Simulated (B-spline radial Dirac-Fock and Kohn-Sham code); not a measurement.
Eu: computed levels beside tabulated edges

Model: Dirac-Fock energy differences between relaxed states, corrected for Breit and QED terms. Program: a radial B-spline solver. No correlation.

Two models are given for [Xe] 4f7 6s2. In the first the electron is removed to infinity. In the second it is placed in the 5d shell, so that the atom stays neutral; this mimics a hole screened by valence charge, or the onset of absorption below the ionisation limit. The tabulated edges (Elam, Ravel and Sieber, Radiat. Phys. Chem. 63, 121 (2002)) refer to the element in its standard state, with the Fermi level as zero for a metal.

```csv
level,ionised (eV),screened (eV),tabulated (eV)
K (1s),48520.8,48515.5,48519.0
L1 (2s),8061.3,8055.9,8052.0
L2 (2p1/2),7621.2,7615.8,7617.0
L3 (2p3/2),6980.7,6975.4,6977.0
M1 (3s),1809.6,1804.2,1800.0
M2 (3p1/2),1620.4,1615.1,1614.0
M3 (3p3/2),1487.6,1482.3,1481.0
M4 (3d3/2),1164.4,1159.0,1158.6
M5 (3d5/2),1136.3,1130.9,1127.5
N1 (4s),375.9,370.6,360.0
N2 (4p1/2),301.5,296.2,284.0
N3 (4p3/2),272.4,267.1,257.0
N4 (4d3/2),148.9,143.6,133.0
N5 (4d5/2),143.8,138.4,127.7
O1 (5s),52.67,47.35,32.00
O2 (5p1/2),30.36,25.39,22.00
O3 (5p3/2),26.58,21.68,22.00
```

Question: Which of the two models lies closer to the table on average?

Answer: The screened model lies closer: the mean absolute deviations are 10.0 eV (ionised) and 5.5 eV (screened). Screening lowers the levels by 5.3 eV on average.
